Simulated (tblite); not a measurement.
C4H8FOP.
Numbering: `[CH3:1][O:2][CH2:3]/[P:4]=[C:5](\[CH3:6])[F:7]` (hydrogens: H8, H9, H10 on C1; H11, H12 on C3; H13, H14, H15 on C6)

Computed with GFN2-xTB (tblite), gas phase: Langevin dynamics at 600 K from the optimised GFN2-xTB geometry, time step 0.5 fs, friction 0.01 fs⁻¹, 2000 steps. The instantaneous temperature is 2·E(kin)/(3Nk) with all 3N coordinates.

| t (fs) | T (K) | E(pot) above start (eV) | C1–O2 (Å) | O2–C3 (Å) | C3–P4 (Å) | P4=C5 (Å) | C5–C6 (Å) | C1–H8 (Å) | C1–O2–C3–P4 (°) |
| --- | --- | --- | --- | --- | --- | --- | --- | --- | --- |
| 0 | 478 | 0.000 | 1.405 | 1.401 | 1.895 | 1.681 | 1.486 | 1.088 | -69 |
| 50 | 407 | 0.754 | 1.422 | 1.446 | 1.881 | 1.704 | 1.481 | 1.101 | -56 |
| 100 | 429 | 0.882 | 1.388 | 1.394 | 1.958 | 1.683 | 1.480 | 1.078 | -72 |
| 150 | 442 | 0.656 | 1.423 | 1.477 | 1.891 | 1.648 | 1.446 | 1.041 | -106 |
| 200 | 450 | 0.774 | 1.435 | 1.402 | 1.957 | 1.665 | 1.445 | 1.123 | -107 |
| 250 | 523 | 0.881 | 1.424 | 1.381 | 1.934 | 1.693 | 1.542 | 1.037 | -60 |
| 300 | 346 | 1.226 | 1.372 | 1.427 | 1.917 | 1.716 | 1.479 | 1.196 | -67 |
| 350 | 752 | 0.705 | 1.443 | 1.383 | 1.912 | 1.707 | 1.555 | 1.031 | -80 |
| 400 | 716 | 1.172 | 1.451 | 1.460 | 1.823 | 1.711 | 1.529 | 1.169 | -99 |
| 450 | 485 | 1.072 | 1.382 | 1.411 | 1.892 | 1.705 | 1.466 | 1.069 | -93 |
| 500 | 710 | 0.824 | 1.510 | 1.382 | 1.989 | 1.656 | 1.493 | 1.130 | -40 |
| 550 | 611 | 1.120 | 1.393 | 1.493 | 1.940 | 1.715 | 1.541 | 1.039 | -44 |
| 600 | 546 | 1.295 | 1.496 | 1.377 | 1.940 | 1.660 | 1.452 | 1.149 | -71 |
| 650 | 610 | 1.204 | 1.406 | 1.401 | 1.926 | 1.659 | 1.548 | 1.019 | -98 |
| 700 | 486 | 1.462 | 1.437 | 1.328 | 1.925 | 1.612 | 1.559 | 1.255 | -85 |
| 750 | 752 | 0.973 | 1.391 | 1.451 | 1.954 | 1.624 | 1.517 | 1.003 | -51 |
| 800 | 474 | 0.809 | 1.392 | 1.467 | 1.899 | 1.628 | 1.432 | 1.128 | -48 |
| 850 | 495 | 0.956 | 1.434 | 1.411 | 1.891 | 1.627 | 1.427 | 1.222 | -68 |
| 900 | 519 | 0.806 | 1.377 | 1.373 | 1.912 | 1.672 | 1.417 | 1.082 | -66 |
| 950 | 425 | 1.145 | 1.376 | 1.492 | 1.940 | 1.681 | 1.500 | 1.143 | -52 |
| 1000 | 573 | 0.789 | 1.472 | 1.352 | 1.885 | 1.717 | 1.453 | 1.113 | -65 |

Q: From 500 fs on, how do temperature and potential energy compare with equipartition?

A: The mean temperature of these 11 frames is 564 K against the target 600 K, and the mean potential energy 1.03 eV against 39 × kT/2 = 1.01 eV for 39 classical harmonic modes. For 15 atoms in a canonical ensemble the temperature itself scatters by T·√(2/(3N)) = 126 K; here its standard deviation is 96 K. The whole run lasts only 10 friction times of 100 fs, so these averages carry a wide statistical error.

Q: What are the kinetic and total energies of the listed frame with the highest potential energy?

A: The one at 700 fs, 1.462 eV above the start. Its kinetic energy is 3NkT/2 = 0.942 eV at 486 K, so the sum is 2.40 eV; over the listed frames the sum runs from 0.93 to 2.56 eV, since the thermostat adds and removes energy.

Q: How much do the listed bonds fluctuate from 500 fs on?

A: 
```json
{"bond": "C1–O2", "at the start (Å)": "1.405", "mean (Å)": "1.426", "standard deviation (Å)": "0.046"}
{"bond": "O2–C3", "at the start (Å)": "1.401", "mean (Å)": "1.412", "standard deviation (Å)": "0.054"}
{"bond": "C3–P4", "at the start (Å)": "1.895", "mean (Å)": "1.927", "standard deviation (Å)": "0.029"}
{"bond": "P4=C5", "at the start (Å)": "1.681", "mean (Å)": "1.659", "standard deviation (Å)": "0.034"}
{"bond": "C5–C6", "at the start (Å)": "1.486", "mean (Å)": "1.485", "standard deviation (Å)": "0.049"}
{"bond": "C1–H8", "at the start (Å)": "1.088", "mean (Å)": "1.117", "standard deviation (Å)": "0.075"}
```

The motion is classical and holds no zero-point motion.

The cost below is that of the whole dynamics run. Time: 18 s of wall time; peak memory 0.18 GiB. Hardware: one thread of an Arm Neoverse N1, no GPU (shared host).
